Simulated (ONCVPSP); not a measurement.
# What one change does to a pseudopotential (P (Z = 15), ONCV)

```
Element                 : phosphorus (P)
Generator               : ONCVPSP 4.0.1
Type                    : optimised norm-conserving Vanderbilt (ONCV)
Functional              : PBEsol
Relativity              : scalar-relativistic
Frozen core             : [He]
Valence charge          : 13
Reference configuration : 2s2 2p6 3s2 3p3
Partial waves           : 2s+3s: rc 1.00 bohr, ncon 5, nbas 8, qcut 9.6 1/bohr, 3 projectors, debl 2.2 Ha; 2p+3p: rc 0.75 bohr, ncon 5, nbas 8, qcut 22.6 1/bohr, 2 projectors
Local potential         : polynomial inside 0.55 bohr (lpopt 5, dvloc0 0 Ha)
Core correction         : none
```

All-electron outer shells of the reference configuration (PBEsol, scalar-relativistic, ld1.x):

```
shell  level (eV)  outermost node (bohr)  outermost maximum (bohr)
   1s    -2080.27                      –                      0.07
   2s     -173.57                   0.14                      0.42
   2p     -124.33                      –                      0.36
   3s      -13.92                   0.66                      1.58
   3p       -5.48                   0.64                      1.83
```

Change: p: qcut 34.9.

Cutoffs: the cutoffs (Ha) at which the residual kinetic energy of the hardest occupied pseudo-wave falls to 1 and 0.1 mHa per electron; they do not see the model core or the augmentation charge, which bear on the density cutoff. Errors are all-electron minus pseudo energies relative to the spin-unpolarised reference configuration.

What does the change do?

The potential gets harder (178 Ha and 204 Ha → 214 Ha and 256 Ha); of the 4 tests that both files solve, the error grows in 0 and shrinks in 1 by more than 15 % and 0.3 meV (median size 4.7 → 4.3 meV); neither file shows a bound ghost. The waves are optimised to have the least kinetic energy above qcut, so the cutoff follows it (qcut²/2 in Ha).

| quantity | base | changed |
| --- | --- | --- |
| cutoff, loose | 178 Ha | 214 Ha |
| cutoff, tight | 204 Ha | 256 Ha |
| loose cutoff by channel | s 36 Ha, p 178 Ha | s 36 Ha, p 214 Ha |
| bound ghosts | none | none |
| GHOST(+) flags under 300 eV | none | none |
| error for 2s2 2p6 3s2 3p2, meV [ΔE 9.70 eV] | +0.5 | +0.5 |
| error for 2s2 2p6 3s2 3p1, meV [ΔE 28.81 eV] | +2.3 | +2.1 |
| error for 2s2 2p6 3s2 3p0, meV [ΔE 58.52 eV] | +7.2 | +6.4 |
| error for 2s2 2p5 3s2 3p3, meV [ΔE 140.14 eV] | +183 | +145 |
| s: phases at 1.02 bohr within 0.05 rad from the reference energy up to (Ha; the scan ends near 5) | to the end of the scan | to the end of the scan |
| p: phases at 0.76 bohr within 0.05 rad from the reference energy up to (Ha; the scan ends near 5) | to the end of the scan | to the end of the scan |
